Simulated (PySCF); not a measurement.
## Choosing a basis for TDDFT

BH6OPSi.
Structure used (PBE0-D3(BJ)/def2-SVP), in Å, numbered top down from 1:
```
atom  x, y, z in Å
B1     2.0427   -0.0686   -0.6195
P2     0.6244   -0.7868    0.3196
Si3   -1.0758    0.6693    0.1809
O4    -2.5100   -0.0186    0.6633
H5     3.1708   -0.2060   -0.2166
H6     1.8238    0.4250   -1.6991
H7     0.9906   -0.8581    1.6884
H8    -1.0720    1.0753   -1.2571
H9    -0.8976    1.8466    1.0701
H10   -2.7681   -0.8341    0.2230
```

TDDFT with PBE0 (PySCF), vertical singlets, core orbitals frozen in the response, spherical d and f functions. Isolated species at its PBE0-D3(BJ)/def2-SVP geometry (one conformer only).

Q: Compare 6-31G*, 6-31+G*, def2-SVP, def2-SVPD, aug-cc-pVDZ, def2-TZVP and def2-TZVPD for this molecule.

A: 

| basis | functions | diffuse | S1 (eV) | S2 (eV) | S3 (eV) | S4 (eV) | S5 (eV) | LUMO (eV) | α (au) |
| --- | --- | --- | --- | --- | --- | --- | --- | --- | --- |
| 6-31G* | 76 | no | 5.11 | 5.63 | 6.30 | 6.54 | 6.62 | -1.44 | 62.8 |
| 6-31+G* | 92 | yes | 4.95 | 5.52 | 6.12 | 6.19 | 6.34 | -1.75 | 70.8 |
| def2-SVP | 94 | no | 5.01 | 5.51 | 6.16 | 6.45 | 6.61 | -1.63 | 65.2 |
| def2-SVPD | 139 | yes | 4.89 | 5.46 | 6.10 | 6.19 | 6.36 | -1.78 | 76.6 |
| aug-cc-pVDZ | 154 | yes | 4.87 | 5.42 | 6.04 | 6.09 | 6.16 | -1.77 | 78.1 |
| def2-TZVP | 172 | no | 4.87 | 5.42 | 6.10 | 6.21 | 6.41 | -1.76 | 73.1 |
| def2-TZVPD | 217 | yes | 4.84 | 5.40 | 6.02 | 6.07 | 6.18 | -1.80 | 77.8 |

States are compared by their number. Against the largest diffuse basis here (def2-TZVPD, itself not a converged limit), sets without diffuse functions differ by up to 0.27 eV in S1 and 0.44 eV in S5; the smaller diffuse sets differ by up to 0.11 and 0.18 eV. State by state, the largest deviation of a set without diffuse functions is S1 0.27, S2 0.23, S3 0.27, S4 0.47, S5 0.44 eV. The same number needn't mean the same state in each row. Against def2-TZVPD the polarisability deviates by -19% in 6-31G*, -9% in 6-31+G*, -16% in def2-SVP, -2% in def2-SVPD, 0% in aug-cc-pVDZ, -6% in def2-TZVP. A single + in a Pople set puts diffuse functions on heavy atoms only.
